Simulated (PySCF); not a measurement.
Input for PySCF: R-M06-2X/6-31G* on CH3Br (SMILES CBr).

```python
from pyscf import gto, scf, dft, mp
from pyscf.data.elements import chemcore

mol = gto.M(
    atom='''
    C     0.66592505   -0.01107050    4.06066204
    Br    2.39510863   -0.15416610    3.13730205
    H     0.73912860    0.82364750    4.74841008
    H     0.50662598   -0.94548459    4.58654285
    H    -0.08373926    0.15560539    3.29498854
    ''',
    basis='6-31g*',
    cart=True,
    charge=0, spin=0, verbose=3, max_memory=1800)
mf = dft.RKS(mol, xc='m062x')
mf.conv_tol = 1e-8
mf.max_cycle = 100
mf.kernel()
if not mf.converged:
    mf = mf.newton().run(mf.mo_coeff, mf.mo_occ)
```

What total energy does the run end on?

-2613.7687 hartree.
